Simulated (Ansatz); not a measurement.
Reactions of `BrC(I)I`.

Program: Ansatz. Geometries: PBE0-D4/def2-TZVP. ΔE: electronic, gas phase. CCSD(T)/CBS adds triple-zeta CCSD(T) − MP2 to the extrapolated MP2 energy (def2 sets, frozen cores). This one scheme is used for every species, atoms too. DFT in def2-TZVPP. No spin–orbit coupling; open shells (•) take unrestricted orbitals. Spin–orbit coupling would lower the free atoms: a little for C; clearly for Br; strongly for I. Elements past krypton have def2 core potentials. Bonds to Br, I are less sure, by a few kJ/mol each and by 10 to 20 or more in all where they break to atoms, as the def2 sets lack core-valence functions. Scalar relativity is left out up to krypton.

```tsv
reaction	PBE0-D4 (kJ/mol)	B2PLYP (kJ/mol)	LDA (SPW92) (kJ/mol)	CCSD(T)/CBS(def2) (kJ/mol)
`BrC(I)I` + H₂ → `ICI` + HBr	-102	-105	-96	-96
`BrC(I)I` + H–F → `FC(Br)I` + HI	15	16	2	38
`BrC(I)I` → Br• + `I[CH]I`•	260	250	328	280
`BrC(I)I` → Br• + C• + H• + 2 I•	1215	1162	1473	1223
`BrC(I)I` + HI → `IC(I)I` + HBr	-9	-10	-7	-16
`BrC(I)I` + H₂ → `BrCI` + HI	-93	-95	-89	-81
`BrC(I)I` → `Br[CH]I`• + I•	212	205	275	240
```

Largest T1 diagnostic: 0.016, for `I[CH]I`•.
